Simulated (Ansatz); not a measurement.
Geometry optimisation, RHF/def2-SVP in Ansatz 0.2.0.

input.yaml

```yaml
crystal:
  periodic: [false, false, false]
  atoms:
    - { symbol: W, position_ang: [-0.13712, -0.028485, -0.273947] }
    - { symbol: H, position_ang: [-0.483659, 0.88843, 1.132927] }
    - { symbol: O, position_ang: [1.481956, -0.472658, -1.145842] }
    - { symbol: H, position_ang: [1.877423, -1.297669, -1.379731] }
    - { symbol: O, position_ang: [0.139873, 1.72994, -0.866485] }
    - { symbol: H, position_ang: [-0.095867, 2.575742, -0.520446] }
    - { symbol: O, position_ang: [-1.918563, -0.600537, 0.129884] }
    - { symbol: H, position_ang: [-2.11876, -0.779141, 1.038597] }
    - { symbol: O, position_ang: [0.306863, -1.433606, 0.956139] }
    - { symbol: H, position_ang: [1.18845, -1.493888, 1.296761] }
    - { symbol: H, position_ang: [-0.988001, -0.246212, -1.708263] }
    - { symbol: S, position_ang: [2.318931, 1.414539, 1.973379] }
    - { symbol: H, position_ang: [2.509422, 0.964759, 3.220479] }
    - { symbol: H, position_ang: [0.964252, 1.536685, 2.118548] }
basis:
  gaussian: { orbitals: def2-SVP }
hamiltonian:
  xc: hf
relax:
  f_tol: 0.03
  max_steps: 50
```

Run as:

```bash
$ ansatz run input.yaml --threads 4 --pin off --max-ram 5120MiB --backend cpu --events-out ev --progress --plain --runs-dir out
```

Problem. Where does it end, and by what steps?

Solution. The run converged. The force dipped under the threshold on the way, but the program's further checks kept it going. After 41 steps the energy has fallen by 0.288 eV; H14 moved furthest, 2.09 Å.

```tsv
step	energy less start (eV)	largest force component (eV/Å)	accepted
0	0.0000	1.061	yes
2	-0.1429	0.381	yes
4	-0.1832	0.307	yes
6	-0.0490	1.019	no
8	-0.2198	0.209	yes
10	-0.2404	0.508	yes
12	-0.2604	0.185	yes
14	-0.2698	0.258	yes
16	-0.2777	0.134	yes
18	-0.2809	0.147	yes
20	-0.2818	0.164	no
22	-0.2832	0.009	yes
24	-0.2841	0.079	yes
26	-0.2849	0.030	yes
28	-0.2856	0.044	yes
30	-0.2861	0.068	yes
32	-0.2865	0.031	yes
34	-0.2868	0.074	yes
36	-0.2873	0.084	yes
38	-0.2843	0.377	no
40	-0.2877	0.032	yes
41	-0.2879	0.008	yes
```

```xyz
14
Properties=species:S:1:pos:R:3
W -0.402 -0.007 -0.487
H -1.154 1.052 0.603
O 1.426 -0.043 -0.993
H 2.056 -0.734 -0.853
O -0.536 1.594 -1.468
H -0.930 2.427 -1.267
O -1.984 -1.007 -0.093
H -2.206 -1.121 0.820
O 0.205 -0.926 1.082
H 0.992 -0.668 1.547
H -0.945 -0.720 -1.917
S 3.084 0.446 2.821
H 2.393 0.803 3.906
H 3.047 1.661 2.271
```

Whether the end is a true minimum wasn't checked by a vibrational analysis.

Run time: 74 s on 4 threads of Arm Neoverse V2, with other jobs on the host, peak memory 0.41 GiB.
